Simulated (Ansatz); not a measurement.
`F[SiH2][AlH][NH][SiH3]` + CH₄ → `[CH3][AlH][SiH2]F` + `N[SiH3]`  (formal exchange of groups at the Al–N bond)

Calculated with Ansatz (gas phase, PBE0-D4/def2-TZVP geometries, no zero-point term in ΔE). CCSD(T)/CBS adds triple-zeta CCSD(T) − MP2 to the extrapolated MP2 energy (def2 sets, frozen cores). This one scheme is used for every species. Functionals use def2-TZVPP. One conformer a species, not always the lowest.

| level | ΔE (eV) |
| --- | --- |
| ωB97X-V | 1.19 |
| SCS-MP2/def2-TZVPP | 1.26 |

Q: What does CCSD(T)/CBS give? (Estimate.)

A: The calculation gave: +1.22 eV. The listed levels differ from it by -0.03, 0.04 eV.

Largest T1 diagnostic among the species: 0.012.

The D4 term adds +0.08 eV with B3LYP and +0.05 eV with PBE0; it sums over pairs of atoms, weighted by their polarisabilities, and B3LYP, whose exchange is more repulsive, gets the larger term. In def2-TZVPP, CCSD(T) changes the Hartree–Fock value by +0.04 eV (the triples alone add +0.02 eV) and MP2 by +0.06 eV.

B3LYP here is the variant with VWN-RPA as its local correlation; programs differ in this.
